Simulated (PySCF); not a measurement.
Al(Me)(NHMe)(OH) (C2H8AlNO), SMILES C[NH][Al]([CH3])[OH].

The structure is a stationary point at B3LYP-D3(BJ)/def2-SVP. The structure was generated by enumeration; whether it is a known compound was not checked. Other conformers were not sampled.

Level of theory: CAM-B3LYP/def2-TZVP in PySCF.

Isolated molecule, no solvent.

```json
{
  "total_energy": "-453.53664 hartree",
  "highest_occupied_level": "-8.03 eV",
  "lowest_empty_level": "0.94 eV",
  "orbital_gap": "8.97 eV",
  "dipole_moment": "1.71 D",
  "quadrupole, principal values (traceless, Buckingham form, about the centre of nuclear charge)": "-4.48, 0.42, 4.06 D·Å",
  "mean_static_polarisability": "60.0 bohr³ (8.88 Å³)",
  "polarisability_principal_values": "50.2, 57.1, 72.6 bohr³"
}
```
